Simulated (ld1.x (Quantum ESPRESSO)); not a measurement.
**Sc (Z = 21), TM semilocal: configuration errors across variants**

```
Element                 : Sc (Z = 21)
Generator               : ld1.x (Quantum ESPRESSO) 7.5
Type                    : norm-conserving Troullier–Martins (semilocal form)
Functional              : LDA (PZ)
Relativity              : scalar-relativistic
Frozen core             : [Ne]
Valence charge          : 11
Reference configuration : 3s2 3p6 3d1 4s1 4p1
Partial waves           : 3s (bound): rc 1.75 bohr; 3p (bound): rc 1.35 bohr; 3d (bound): rc 1.80 bohr
Local potential         : the d channel
Core correction         : none
```

Occupied shells without a wave of their own: 4p, 4s. They enter only through the test configuration that unscreens the potential.

All-electron excitation energies from the reference (eV): (1) 3s2 3p6 3d1 4s2 4p0 -2.841; (2) 3s2 3p6 3d1 4s1 4p0 4.226; (3) 3s2 3p6 3d1 4s0 4p0 17.187; (4) 3s2 3p6 3d1.5 4s1.5 4p0 -2.192; (5) 3s2 3p6 3d0 4s2 4p0 5.767; (6) 3s2 3p6 3d0 4s2 4p1 0.778; (7) 3s2 3p6 3d2 4s0 4p0 4.878; (8) 3s2 3p6 3d1 4s1 4p1 spin -0.882; (9) 3s2 3p6 3d1 4s2 4p0 spin -2.992.

Spin tests fill each open shell by Hund’s rule, majority spin first.

In the semilocal form every listed channel keeps its own potential, so the choice of the local channel does not act on these tests. It acts once the file is put into the separable form.

A semilocal file is local in each channel, so a ghost entry of none says nothing of the separable form that plane-wave codes build from it.

For the base: The 4p, 4s levels have no wave, so the channel is fitted at the deeper level alone: the likely source of the large errors.

On the changes marked as counting shells twice: ld1.x takes every shell without a wave as core, so the model core holds the marked electrons as well and exchange and correlation see them twice. This cancels in the reference configuration, but the file is broken for other ones, and its errors say nothing about a proper core correction.

4 further variants failed, have other tests or another functional or relativity, and are left out.

The file “base” misses its own reference levels by 0.6 eV. The file “core correction a·sin(br)/r model core inside 0.50 bohr (4p, 4s counted twice)” misses its own reference levels by 0.6 eV. The file “wave 3d (bound): rc 1.80 bohr becomes 3d (bound): rc 1.74 bohr” misses its own reference levels by 0.6 eV. The file “local potential the s channel” misses its own reference levels by 0.6 eV. The file “all radii scaled by about 1.27 (s 2.22, p 1.72, d 2.28 bohr)” misses its own reference levels by 1.4 eV. The file “wave 3s (bound): rc 1.75 bohr becomes 3s (bound): rc 2.20 bohr” misses its own reference levels by 1.3 eV. The file “wave 3p (bound): rc 1.35 bohr becomes 3p (bound): rc 1.22 bohr” misses its own reference levels by 0.6 eV.

Errors AE − PS in meV (a dash: test not solved or not reliable):

```tsv
change	(1)	(2)	(3)	(4)	(5)	(6)	(7)	(8)	(9)	bound ghosts
base	+552	-6.0	-1032	+248	+1072	+928	-556	+33	+560	none
core correction a·sin(br)/r model core inside 0.50 bohr (4p, 4s counted twice)	+522	-180	-1734	+224	+948	+881	-897	-202	+520	none
wave 3d (bound): rc 1.80 bohr becomes 3d (bound): rc 1.74 bohr	+552	-6.0	-1031	+247	+1070	+926	-556	+34	+560	none
local potential the s channel	+552	-6.0	-1032	+248	+1072	+928	-556	+33	+560	none
all radii scaled by about 1.27 (s 2.22, p 1.72, d 2.28 bohr)	+1223	-5.8	-2213	+559	+2168	+1916	-1255	+46	+1229	none
wave 3s (bound): rc 1.75 bohr becomes 3s (bound): rc 2.20 bohr	+1172	+2.1	-2099	+534	+2061	+1803	-1206	+49	+1175	none
wave 3p (bound): rc 1.35 bohr becomes 3p (bound): rc 1.22 bohr	+555	-1.3	-1024	+249	+1078	+928	-552	+33	+562	none
```

Question: Give the same row for: wave 3s (bound): rc 1.75 bohr becomes 3s (bound): rc 2.12 bohr.

Answer: +1109, +1.5, -1996, +504, +1968, +1720, -1139, +47, +1113; bound ghosts: none.
